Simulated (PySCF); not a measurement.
# Polarisability and C₆ of Fe²⁺ (iron, charge +2)

[Ar] 3d6, high-spin 5D determinant. All numbers are calculated (PySCF 2.14, scalar relativity by spin-free X2C-1e, in x2c-QZVPPall with one added diffuse shell each of s, p, d, f, g type (12s8p6d5f3g, 128 functions)). Coupled (time-dependent) response in atomic units; α is the mean over directions.

```csv
method,mean α (bohr³),"α xx, yy, zz",C₆ (like pair),S(−4)
UHF,3.172,"3.365, 3.365, 2.787",9.019,5.015
```

S(−4) is the Cauchy moment in α(ω) = α(0) + S(−4) ω² + …

α(iu) at UHF:

```tsv
u (hartree)	α(iu) (bohr³)
0	3.172
0.0500	3.160
0.100	3.124
0.200	2.994
0.300	2.819
0.500	2.444
0.750	2.044
1.00	1.734
1.50	1.296
2.00	1.004
3.00	0.6469
5.00	0.3281
```

A single London oscillator, α(iu) = α/(1 + u²/ω²), gives C₆ = (3/4) ω α². Matching the computed C₆ needs ω = 4 × 9.019 / (3 × 3.172²) = 1.20 hartree.

For an ion, C₆ is the dispersion term alone; charge-induced terms of lower order in 1/R come first.

The components differ because the open shell of this determinant is not spherical; for a pure term their mean is the scalar polarisability.
